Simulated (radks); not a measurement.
Values are calculated unless marked as measured or tabulated.
Effect of the nuclear size on the bismuth ion Bi3+, [Hg]. Level of theory: Dirac Kohn-Sham, exchange-only LDA, spin-unpolarised, spherical densities, finite nucleus; Fermi nuclear charge, rms radius 5.5211 fm (a radial shooting solver on a logarithmic mesh with Libxc functionals). The rms radius is varied about that value; shifts are against it.

rms radius (fm)	total energy shift (eV)	density at nucleus (e/bohr^3)	1s1/2 shift (meV)	2s1/2 shift (meV)	5s1/2 shift (meV)	5p1/2 shift (meV)	6s1/2 shift (meV)	6p1/2 (empty) shift (meV)	7s1/2 (empty) shift (meV)
4.7813	-36.3	3.153e+06	-14400	-2210	-27.5	0.507	-3.67	0.509	-0.772
5.0794	-22.0	3.069e+06	-8750	-1340	-16.7	0.307	-2.23	0.309	-0.468
5.5211	0	2.957e+06	0.000	0.000	0.000	0.000	0.000	0.000	0.000
5.9738	23.6	2.854e+06	9380	1440	17.9	-0.326	2.39	-0.331	0.502
6.4045	47.0	2.767e+06	18700	2860	35.6	-0.646	4.75	-0.658	1.000

Slopes of the eigenvalues against <r^2> in GHz/fm^2, as finite differences over the two radii next to the reference (eigenvalue slopes, not the field-shift constants of lines): 1s1/2 443000, 2s1/2 68000, 5s1/2 845, 5p1/2 -15.5, 6s1/2 113, 6p1/2 (empty) -15.6, 7s1/2 (empty) 23.7.
